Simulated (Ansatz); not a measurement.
Stretching the Sn1–H2 bond in H4Sn (SMILES [SnH4]) (multiplicity 1 held, fragments rigid). Energies count from the point at 1.709 Å.
Geometry at that point (charge 0, multiplicity 1):
```xyz
5

Sn     0.00000     0.00000     0.00000
H      1.30166     0.69995    -0.85722
H      0.60242    -0.85906     1.34839
H     -1.05717     1.23097     0.53495
H     -0.84691    -1.07186    -1.02612
```

Signs of static correlation in def2-SVP, with CASSCF(2,2), from Ansatz (a quantum-chemistry and plane-wave program) runs.

```tsv
R (Å)	T1 of restricted CCSD	⟨S²⟩ of UHF	largest double amplitude of restricted CCSD	weight of the CASSCF reference in MRCISD	CASSCF natural occupations
1.367	0.010	0.000	0.036	0.936	1.99 0.01
1.538	0.010	0.000	0.035	0.936	1.98 0.02
1.709	0.010	0.000	0.036	0.936	1.97 0.03
1.879	0.011	0.000	0.069	0.936	1.96 0.04
2.050	0.012	0.000	…	0.936	1.95 0.05
2.307	0.015	0.000	0.158	0.936	1.91 0.09
2.563	0.021	0.459	0.223	0.936	1.85 0.15
2.990	0.037	0.814	0.357	0.936	1.69 0.31
3.417	0.057	0.938	…	0.935	1.49 0.51
3.930	0.078	0.985	0.701	0.935	1.28 0.72
4.613	0.094	1.000	0.868	0.935	1.12 0.88
5.467	0.098	1.003	0.960	0.935	1.04 0.96
```

Question: What belongs in the gaps?

Answer: 
- 2.050, largest double amplitude of restricted CCSD: 0.104
- 3.417, largest double amplitude of restricted CCSD: 0.517

Doubts at one or more of the structures used: a restricted determinant that unrestricted orbitals would lower (R-CCSD(T)/def2-SVP); other coupled-cluster roots lie near (R-CCSD(T)/def2-SVP); T1 above 0.05 (R-CCSD(T)/def2-SVP, U-CCSD(T)/def2-SVP); a spin-contaminated determinant (U-CCSD(T)/def2-SVP).
